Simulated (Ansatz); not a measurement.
A set of 12 reactions (germylene extrusion), with CCSD(T)/CBS values in kJ/mol:

```
                                                  reaction     ΔE
    `O[Si](O)(Cl)[GeH2][Cl]` → `[GeH2]` + `O[Si](O)(Cl)Cl`  151.2
            `C[O][GeH]([OH])[Cl]` → CH₃OH + `[OH][Ge][Cl]`   77.8
          `[GeH3][C]#[C][GeH3]` → `C#[C][GeH3]` + `[GeH2]`  188.1
                   `[SiH3][GeH2][SH]` → `[SH][GeH]` + SiH₄  113.5
           `[NH2][GeH]([F])[SiH3]` → `[NH2][Ge][F]` + SiH₄   45.3
                    `[SH][GeH2][SH]` → H₂ + `[SH][Ge][SH]`   55.2
                 `[SiH3][GeH2][SH]` → `[GeH2]` + `[SiH3]S`  176.5
              `C[O][GeH]([OH])[Cl]` → HCl + `C[O][Ge][OH]`  114.1
            `C[O][GeH]([SH])[Cl]` → CH₃OH + `[SH][Ge][Cl]`   87.6
                        `[SH][GeH2][SH]` → `[GeH2]` + `SS`  305.0
              `C[O][GeH]([OH])[Cl]` → `C[O][Ge][Cl]` + H₂O   71.1
`[CH3][Ge]([CH3])([Cl])[SeH]` → `[CH3][Ge][Cl]` + `C[SeH]`  222.2
```

Program: Ansatz. Geometries: PBE0-D4/def2-TZVP. ΔE: electronic, gas phase. CCSD(T)/CBS adds triple-zeta CCSD(T) − MP2 to the extrapolated MP2 energy (def2 sets, frozen cores). This one scheme is used for every species. Functionals use def2-TZVPP. B3LYP here is the variant with VWN-RPA as its local correlation; programs differ in this. For Ge, Se outer-core shells are correlated without core-valence functions, which leaves a few kJ/mol of doubt a bond. Scalar relativity is left out up to krypton. One conformer a species, not always the lowest.

Q: Give the mean, mean absolute and largest difference (level minus CCSD(T)/CBS, kJ/mol) for: PBE-D4, r2SCAN-D4, PBE0-D4, B3LYP-D4, B2PLYP, r2SCAN, HF/def2-TZVPP, MP2/def2-TZVPP, CCSD(T)/def2-TZVPP, HF/def2-QZVPP, MP2/def2-QZVPP, SCS-MP2/def2-QZVPP, MP2/CBS(def2), CCSD/CBS(def2). (Best estimate.)

A: Ansatz gave: 
| level | mean | mean absolute | largest |
| --- | --- | --- | --- |
| PBE-D4 | -8.7 | 11.2 | -20.5 |
| r2SCAN-D4 | 9.6 | 9.6 | 15.0 |
| PBE0-D4 | 7.1 | 7.3 | 14.3 |
| B3LYP-D4 | -17.5 | 17.5 | -20.8 |
| B2PLYP | -9.8 | 9.8 | -15.2 |
| r2SCAN | 7.4 | 7.4 | 12.9 |
| HF/def2-TZVPP | -8.6 | 18.6 | -32.7 |
| MP2/def2-TZVPP | 22.0 | 22.0 | 30.3 |
| CCSD(T)/def2-TZVPP | 10.2 | 10.2 | 18.3 |
| HF/def2-QZVPP | -10.1 | 19.5 | -34.4 |
| MP2/def2-QZVPP | 15.6 | 15.6 | 25.1 |
| SCS-MP2/def2-QZVPP | 5.6 | 6.0 | 11.8 |
| MP2/CBS(def2) | 11.8 | 11.8 | 22.5 |
| CCSD/CBS(def2) | -2.1 | 3.3 | -5.8 |

The largest T1 diagnostic in the set is 0.015, for `C[O][Ge][OH]` (customary mark 0.02).

CCSD(T)/CBS is a level of theory with its own doubt, and the functionals carry their triple-zeta basis error, so these figures describe this set and don't rank the functionals.
